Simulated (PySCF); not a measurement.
Bonds broken one at a time in the series B I-H. Isolated molecules, 0 K electronic values unless said otherwise. Strings in code marks are SMILES.

The four lowest singlet excitations (Tamm–Dancoff). Computed with PBE-D3(BJ)/def2-TZVP // PBE0-D3(BJ)/def2-TZVP (PySCF). Excitations are Tamm–Dancoff values on a coarser integration grid. The basis has no diffuse functions, so Rydberg states are missing or too high.

| state | energy (eV) | wavelength (nm) | oscillator strength |
|---|---|---|---|
| S1 | 3.09 | 401 | 0.000 |
| S2 | 3.79 | 327 | 0.000 |
| S3 | 3.79 | 327 | 0.000 |
| S4 | 4.33 | 287 | 0.131 |

Problem. Which member gives these states?
A) `IB(I)I`
B) `BI`
C) `IBI`

Solution. A, `IB(I)I`
